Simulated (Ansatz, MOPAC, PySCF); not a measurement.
Stepwise substitution at one centre (Ga H-F). Isolated molecules, 0 K electronic values unless said otherwise. Strings in code marks are SMILES.

Quantity: redistribution energy (mixed species minus the weighted end members), in eV. Semi-empirical values (MOPAC) are differences of heats of formation.

Level 1: PBE-D3(BJ)/def2-TZVP // PBE0-D3(BJ)/def2-TZVP (PySCF)
Level 2: PBE/6-31G* // PBE0-D3(BJ)/def2-TZVP (PySCF)
Level 3: HF/cc-pVQZ // PBE0-D3(BJ)/def2-TZVP (Ansatz, a quantum-chemistry and plane-wave program)
Level 4: PM6 // PBE0-D3(BJ)/def2-TZVP (MOPAC)

```tsv
species	level 2	level 3	level 4
1 of 3 H replaced by F: `[GaH2][F]`	-0.203	-0.177	-0.201
2 of 3 H replaced by F: `[F][GaH][F]`	-0.285	-0.245	-0.270
```

What does level 1 give for each?


- 1 of 3 H replaced by F: `[GaH2][F]`: -0.238
- 2 of 3 H replaced by F: `[F][GaH][F]`: -0.311
